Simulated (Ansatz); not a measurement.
Program: Ansatz. Geometries: PBE0-D4/def2-TZVP. ΔE: electronic, gas phase. CBS: MP2 limit from def2 TZ/QZ plus the TZ coupled-cluster correction, frozen cores. Functionals use def2-TZVPP. For Mg outer-core shells are correlated without core-valence functions, which leaves a few kJ/mol of doubt a bond. Each species was taken in one conformer, which may not be the lowest.

Consider the ligand exchange at the Si–O bond: `OC(O)O[SiH3]` + `[OH][Mg][F]` → `[F][Mg][O][SiH3]` + `OC(O)O`.

| level | ΔE (eV) |
| --- | --- |
| B2PLYP | -0.37 |
| r2SCAN | -0.37 |
| MP2/def2-TZVPP | -0.36 |
| CCSD/def2-TZVPP | -0.39 |

(1) What does CCSD(T)/CBS give? (An estimate is asked.)

Largest T1 diagnostic among the species: 0.012.

Answers

(1) Ansatz gave: -0.38 eV. The listed levels differ from it by 0.01, 0.01, 0.02, -0.01 eV.

In def2-TZVPP, CCSD(T) changes the Hartree–Fock value by +0.06 eV (the triples alone add +0.01 eV) and MP2 by +0.08 eV. The D4 term adds +0.05 eV with B3LYP and +0.03 eV with PBE0; it sums over pairs of atoms, weighted by their polarisabilities, and B3LYP, whose exchange is more repulsive, gets the larger term.

B3LYP here is the variant with VWN-RPA as its local correlation; programs differ in this.
